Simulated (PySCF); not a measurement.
**How methods differ on the excitation energy of Eu⁺**

Eu⁺ [Xe] 4f7 6s1 (9S) → Eu⁺ [Xe] 4f6 6s1 6p1 (high-spin determinant), as a difference of total energies. Calculation: PySCF 2.14, in cc-pVDZ-X2C; scalar relativity by spin-free X2C-1e. Correlated levels: valence: [Kr] 4d10 frozen; valence and next inner shell: [Ar] 3d10 frozen. The calculations carry no spin-orbit coupling.

| method | excitation energy (eV) |
| --- | --- |
| UHF | 5.381 |
| LDA | 8.546 |
| PBE | 8.145 |
| MP2 (valence) | 7.162 |
| SCS-MP2 (valence) | 6.316 |
| MP2 (valence and next inner shell) | 7.293 |

**Question.** Estimate what PBE0 gives.

**Answer.** 7.671 eV, closest to MP2 (valence and next inner shell) among the rows shown.

**Question.** Estimate what SCS-MP2 (valence and next inner shell) gives.

**Answer.** 6.436 eV, closest to SCS-MP2 (valence) among the rows shown.

A first-order spin-orbit estimate (lowest level to lowest level, LS coupling) adds -0.522 eV.

The basis was made for the ground configuration and has no added diffuse functions, so the excitation energy can come out too high.

The determinant of the upper state mixes LS terms, which raises its energy above the lowest term, most at the Hartree-Fock and MP2 levels.
